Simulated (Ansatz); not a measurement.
Start from `[NH2][Al]([F])[O][SiH3]` and change one atom or group to get `[NH2][Al]([NH2])[O][SiH3]`.

Ansatz, PBE0-D4/def2-TZVP geometries, multiplicity 1. Each molecule was computed in one conformer, which needn't be the lowest.

```tsv
property	`[NH2][Al]([F])[O][SiH3]`
HOMO–LUMO gap (PBE0/def2-TZVPP) / eV	7.19
HOMO–LUMO gap (B3LYP/def2-TZVPP) / eV	6.63
HOMO–LUMO gap (PBE/def2-TZVPP) / eV	4.90
HOMO energy (PBE/def2-TZVPP) / eV	-6.36
HOMO–LUMO gap (ωB97M-V/def2-TZVPP) / eV	11.15
LUMO energy (ωB97M-V/def2-TZVPP) / eV	0.96
```

(1) What does the change do to each property? (Best estimate.)

Results:

(1) Ansatz gave: 
```tsv
property	`[NH2][Al]([NH2])[O][SiH3]`	shift
HOMO–LUMO gap (PBE0/def2-TZVPP) / eV	6.89	-0.30
HOMO–LUMO gap (B3LYP/def2-TZVPP) / eV	6.35	-0.28
HOMO–LUMO gap (PBE/def2-TZVPP) / eV	4.64	-0.26
HOMO energy (PBE/def2-TZVPP) / eV	-5.63	0.73
HOMO–LUMO gap (ωB97M-V/def2-TZVPP) / eV	10.78	-0.37
LUMO energy (ωB97M-V/def2-TZVPP) / eV	1.34	0.38
```

With PBE0 the HOMO rises by 0.74 eV and the LUMO rises by 0.44 eV, so the gap narrows by about 0.30 eV. PBE moves the HOMO by 0.73 eV and ωB97M-V by 0.76 eV.

B3LYP here is the variant with VWN-RPA as its local correlation; programs differ in this.
